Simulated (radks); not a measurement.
The numbers below are computed, except where a source is named.
Q: These are the eigenvalues of the occupied orbitals of an atom or ion with whole-number occupations (eV). Code: a radial shooting solver on a logarithmic mesh with Libxc functionals. Model: scalar-relativistic Kohn-Sham, r2SCAN, spin-polarised, spherical densities, finite nucleus; meta-GGA in the generalised Kohn-Sham scheme; Fermi nuclear charge, rms radius of each element as measured or else 0.836 A^(1/3) + 0.57 fm.

| orbital | eigenvalue |
|---|---|
| 1s down | -12836.01 |
| 1s up | -12835.99 |
| 2s up | -1923.900 |
| 2s down | -1914.874 |
| 2p up | -1726.082 |
| 2p down | -1719.375 |
| 3s up | -490.5232 |
| 3s down | -477.7885 |
| 3p up | -426.8971 |
| 3p down | -413.8239 |
| 3d up | -325.1327 |

Which element is it, and in what charge state? The configuration may be excited. Open shells, if any, are filled with parallel spins first.

A: Z = 34, selenium, charge +11: Se11+ in [Ar] 3d5. The list shows which subshells hold electrons but not how many an open one holds; the 1s level, -471.71 hartree, gives Z - s = 30.7 by -(Z - s)^2/2, which with screening and relativity narrows Z to a few neighbours, and the depths of the outer levels then fix element, charge and occupations together.
